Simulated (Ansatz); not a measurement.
Relaxation of Cl2FH3Si2 (8 atoms, charge 0, multiplicity 1), to a largest force component of 0.02 eV/Å in at most 40 steps.

The calculation used RKS PBE0-D4/def2-SVP in Ansatz.

```xyz
8
Properties=species:S:1:pos:R:3:forces:R:3
Si 0.000 0.000 0.000 1.13 -1.91 -1.36
F 0.000 0.000 1.590 0.13 -0.27 0.86
Cl 2.009 0.000 -0.709 -1.20 -0.13 0.57
Si -1.046 1.812 -0.739 -0.54 0.91 -0.46
H -2.430 1.478 -1.061 -0.62 -0.17 -0.10
H -1.022 2.844 0.293 0.06 0.44 0.49
H -0.374 2.307 -1.937 0.30 0.17 -0.53
Cl -1.003 -1.738 -0.709 0.73 0.95 0.52
```

**Question.** Where does it end, and by what steps?

**Answer.** It converged. After 11 steps the energy has fallen by 0.308 eV; H6 moved furthest, 0.55 Å.

```csv
step,energy less start (eV),largest force component (eV/Å),accepted
0,0.0000,1.911,yes
1,-0.2299,0.936,yes
2,-0.2663,0.292,yes
3,-0.2708,0.099,yes
4,-0.2898,0.081,yes
5,-0.2832,0.432,no
6,-0.2979,0.060,yes
7,-0.3035,0.103,yes
8,-0.3052,0.121,yes
9,-0.3068,0.080,yes
10,-0.3074,0.024,yes
11,-0.3075,0.002,yes
```

```xyz
8
Properties=species:S:1:pos:R:3
Si 0.007 -0.049 -0.016
F -0.270 -0.302 1.557
Cl 2.038 0.119 -0.253
Si -1.083 1.868 -0.764
H -2.554 1.697 -0.581
H -0.595 3.043 0.015
H -0.759 2.037 -2.210
Cl -0.651 -1.711 -1.021
```

Time of the run: 32 s on 2 threads of Arm Neoverse V2, on a shared host, peak memory 0.23 GiB.
